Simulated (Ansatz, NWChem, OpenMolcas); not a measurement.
How basis sets differ on GeH3O (SMILES [O][GeH3])

GeH3O: 5 atoms, total charge 0, spin state doublet. SMILES: `[O][GeH3]`. The coordinates come from a PBE0-D4/def2-TZVP relaxation.

Quantity: the vertical ionisation energy (to the singlet cation), in eV. The values are calculated.

```json
{"level": "UPBE0/SBKJC-VDZ (core potential)", "kind": "global hybrid", "program": "NWChem", "value (eV)": "12.83"}
{"level": "UPBE0/jorge-DZP", "kind": "global hybrid", "program": "NWChem", "value (eV)": "12.74"}
{"level": "UPBE0/jorge-TZP", "kind": "global hybrid", "program": "NWChem", "value (eV)": "12.74"}
{"level": "UPBE0/LANL2DZ (core potential)", "kind": "global hybrid", "program": "NWChem", "value (eV)": "12.82"}
{"level": "UPBE0/STO-3G", "kind": "global hybrid", "program": "Ansatz", "value (eV)": "9.69"}
{"level": "UPBE0/DGauss-DZVP", "kind": "global hybrid", "program": "NWChem", "value (eV)": "12.74"}
{"level": "UPBE0/def2-TZVP", "kind": "global hybrid", "program": "OpenMolcas", "value (eV)": "12.74"}
```

All-electron rows without a relativistic Hamiltonian named are non-relativistic, while core potentials hold scalar relativity, so basis and relativity change together. The values span 9.69 to 12.83 eV. Without the sets that lack polarisation functions the rows with a basis span only 12.74 to 12.74 eV.
